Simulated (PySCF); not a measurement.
## Orbital energies and ionisation energy

CH₇F₃Si₃.
Structure used (PBE0-D3(BJ)/def2-SVP), in Å, numbered top down from 1:
```
atom  x, y, z in Å
F1     1.633   -2.149    0.835
C2     1.530   -0.815    0.760
F3     1.178   -0.379    1.982
F4     2.757   -0.335    0.509
Si5    0.232   -0.242   -0.568
Si6    0.180    2.100   -0.530
Si7   -1.839   -1.168    0.021
H8     0.715   -0.764   -1.881
H9    -0.215    2.556    0.837
H10   -0.838    2.569   -1.519
H11    1.516    2.665   -0.883
H12   -1.771   -2.660    0.022
H13   -2.224   -0.678    1.378
H14   -2.861   -0.717   -0.972
```

Level: CAM-B3LYP/def2-SVPD (PySCF). Frontier orbitals with their largest atomic shares (Löwdin; up to four atoms above 4 %):

```json
{"orbital": "HOMO−3", "ε (eV)": "-11.54", "main atoms": "Si6 22 %, Si7 22 %, H9 16 %, H13 16 %"}
{"orbital": "HOMO−2", "ε (eV)": "-11.08", "main atoms": "Si5 22 %, H8 16 %, C2 11 %, F3 8 %"}
{"orbital": "HOMO−1", "ε (eV)": "-10.36", "main atoms": "Si5 27 %, Si6 13 %, Si7 13 %, C2 12 %"}
{"orbital": "HOMO", "ε (eV)": "-9.67", "main atoms": "?"}
{"orbital": "LUMO", "ε (eV)": "0.37", "main atoms": "Si5 23 %, Si7 21 %, Si6 21 %, H12 8 %"}
{"orbital": "LUMO+1", "ε (eV)": "0.68", "main atoms": "Si5 26 %, Si7 17 %, Si6 17 %, H8 10 %"}
{"orbital": "LUMO+2", "ε (eV)": "0.87", "main atoms": "Si6 20 %, Si7 20 %, Si5 18 %, H8 7 %"}
```

What vertical ionisation energy does ΔSCF give, and how far is −ε(HOMO) from it?

ΔSCF: 10.34 eV (997 kJ/mol; threshold wavelength 120 nm); ⟨S²⟩ of the doublet left behind is 0.760, against 0.75 for a pure doublet. −ε(HOMO) is 9.67 eV, 0.67 eV below it. In exact Kohn–Sham theory the two would be equal; CAM-B3LYP (range-separated hybrid) falls short of its own ΔSCF value by 6 %.

On which atoms does the HOMO lie?

Si5 (SiH silicon) 32 %, Si6 (SiH3 silicon) 21 %, Si7 (SiH3 silicon) 21 %, H12 (Si–H hydrogen) 5 %, so no atom holds as much as 40 %. The HOMO−1 lies 0.69 eV lower.

How many of the 10 lowest singlet excitations (vertical TDDFT, same level) lie below the ionisation energy?

All 10; they run from 6.71 to 8.32 eV.

What kinetic energy would electrons from this vertical process carry with He II light (40.814 eV)?

40.81 − 10.34 = 30.47 eV.

Geometry: PBE0-D3(BJ)/def2-SVP; no solvent, vibrations or thermal averaging.
